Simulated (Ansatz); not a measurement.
Geometry optimisation, Ansatz, RHF/def2-SVPD.

input.yaml

```yaml
crystal:
  periodic: [false, false, false]
  atoms:
    - { symbol: C, position_ang: [-0.0492, 1.7961, -0.2522] }
    - { symbol: C, position_ang: [-0.5358, 0.3885, -0.1162] }
    - { symbol: As, position_ang: [0.9955, -0.8051, -0.2909] }
    - { symbol: "N", position_ang: [0.1105, -2.3027, 0.3236] }
    - { symbol: H, position_ang: [-0.9799, 2.4996, -0.194] }
    - { symbol: H, position_ang: [0.6301, 2.1201, 0.531] }
    - { symbol: H, position_ang: [0.3996, 1.9999, -1.2537] }
    - { symbol: H, position_ang: [-0.9711, 0.2627, 0.8702] }
    - { symbol: H, position_ang: [-1.2622, 0.1563, -0.8673] }
    - { symbol: H, position_ang: [1.5271, -0.4667, 1.1903] }
    - { symbol: H, position_ang: [-0.5376, -2.6482, -0.4645] }
    - { symbol: H, position_ang: [0.7499, -3.0557, 0.5576] }
basis:
  gaussian: { orbitals: def2-SVPD }
hamiltonian:
  xc: hf
relax:
  f_tol: 0.015
  max_steps: 40
output:
  orbitals: {}
```

Launched with:

```bash
$ ansatz run input.yaml --threads 2 --pin off --max-ram 3072MiB --backend cpu --events-out ev --progress --plain --runs-dir out
```

Q: Where does it end, and by what steps?

A: It converged. After 17 steps the energy has fallen by 0.593 eV; H12 moved furthest, 1.16 Å.

| step | energy less start (eV) | largest force component (eV/Å) | accepted |
| --- | --- | --- | --- |
| 0 | 0.0000 | 2.703 | yes |
| 1 | -0.2967 | 1.076 | yes |
| 2 | -0.4306 | 0.263 | yes |
| 3 | -0.4374 | 0.089 | yes |
| 4 | -0.4399 | 0.334 | yes |
| 5 | -0.4456 | 0.478 | yes |
| 6 | -0.4649 | 0.234 | yes |
| 7 | -0.4338 | 1.218 | no |
| 8 | -0.4800 | 0.162 | yes |
| 9 | -0.4936 | 0.432 | yes |
| 10 | -0.5076 | 0.805 | yes |
| 11 | -0.5533 | 0.218 | yes |
| 12 | -0.5724 | 0.263 | yes |
| 13 | -0.4845 | 0.886 | no |
| 14 | -0.5892 | 0.070 | yes |
| 15 | -0.5922 | 0.050 | yes |
| 16 | -0.5925 | 0.018 | yes |
| 17 | -0.5925 | 0.013 | yes |

```xyz
12
Properties=species:S:1:pos:R:3
C -0.083 1.878 -0.185
C -0.540 0.423 -0.099
As 0.894 -0.858 -0.517
N 0.027 -2.393 0.015
H -0.911 2.557 0.024
H 0.707 2.093 0.536
H 0.299 2.121 -1.178
H -0.936 0.200 0.892
H -1.340 0.228 -0.815
H 1.724 -0.565 0.723
H 0.413 -3.239 -0.353
H -0.177 -2.501 0.990
```

Whether the end is a true minimum wasn't checked by a vibrational analysis.

Run time: 78 s on 2 threads of Arm Neoverse V1 (shared host), peak memory 0.48 GiB.
